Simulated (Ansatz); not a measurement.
Molecule: C6H11 (charge 0, doublet). It need not be the lowest isomer of its formula. SMILES: [CH2]/C=C(\C)CC
Geometry from a B3LYP-D3(BJ)/def2-TZVP (Ansatz, a first-principles code) optimisation:
```xyz
17

C      2.5119    -0.1274    -0.0588
C      1.2425    -0.6249    -0.2433
C      0.0549     0.0997    -0.2636
C      0.0325     1.5865    -0.0826
C     -1.2624    -0.5989    -0.4076
C     -2.1321    -0.5179     0.8569
H      3.3699    -0.7843    -0.0639
H      2.7012     0.9257     0.0980
H      1.1496    -1.6989    -0.3830
H     -0.8795     2.0191    -0.4982
H      0.8851     2.0677    -0.5642
H      0.0661     1.8639     0.9774
H     -1.8209    -0.1532    -1.2404
H     -1.0969    -1.6474    -0.6650
H     -2.3473     0.5178     1.1250
H     -1.6256    -0.9847     1.7037
H     -3.0850    -1.0282     0.7049
```
Charge 0, spin multiplicity 2.

Parts of the frozen-core correlation energy in cc-pVDZ (Ansatz, hartree). Frozen orbitals: 6; correlated occupied orbitals by spin: 18 and 17; virtual: 115 and 116. UHF or UKS for open shells. Spin-orbit coupling is left out. No relativistic terms.

| term | value |
|---|---|
| reference (HF) | -233.59442 |
| MP2 opposite-spin | -0.61369 |
| MP2 same-spin | -0.18954 |
| CCSD correlation | -0.89025 |
| (T) | -0.02886 |
| T1 diagnostic | 0.021 |
| largest doubles amplitude | 0.059 |
| <S^2> of the reference | 0.946 |
